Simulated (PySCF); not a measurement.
**Question.** Write a Z-matrix for InChI=1S/C7H8O2/c8-7-6(3-4-9-7)5-1-2-5/h3,5H,1-2,4H2 as optimised with PBE/def2-SV(P).

**Answer.** 
Z-matrix in Å and degrees, rows numbered from 1:
```
O 
C   1  1.2102
O   2  1.3803  1  122.92
C   3  1.4248  2  109.64  1  -179.96
C   4  1.5007  3  105.82  2    -0.01
C   5  1.3550  4  108.99  3    -0.00
C   6  1.4750  2  119.80  1    -0.04
C   7  1.5237  6  120.98  2   144.64
C   8  1.5008  7   60.50  6   109.86
H   4  1.1166  3  108.94  2  -121.69
H   4  1.1166  3  108.94  2   121.67
H   5  1.1014  4  123.10  3  -179.96
H   7  1.1037  6  112.33  2    -0.27
H   8  1.1041  7  117.42  9   109.25
H   8  1.1048  7  116.89  9  -109.18
H   9  1.1041  7  117.41  8  -109.26
H   9  1.1048  7  116.88  8   109.19
```

The C–O distances run from 1.210 Å (O1=C2, drawn double) to 1.425 Å (O3–C4, drawn single), a spread of 0.215 Å. The 3-membered ring C7–C8–C9 has internal angles of 59.0° to 60.5°. Of the pairs four or more bonds apart, O1···H13 is among the closest relative to their van der Waals radii: 2.61 Å, 96 % of the sum of Bondi's values. The C–C distances run from 1.355 Å (C5=C6, drawn double) to 1.524 Å (C7–C8, drawn single), a spread of 0.169 Å.

Method used: PBE/def2-SV(P) geometry optimisation, gas phase (PySCF).

Point group: Cs (tolerance 0.08 Å). No PBE/def2-SV(P) frequencies stand behind this structure, so it isn't proved a minimum. The numbers are those of one conformer (C5–C6–C7–C8 -35°).
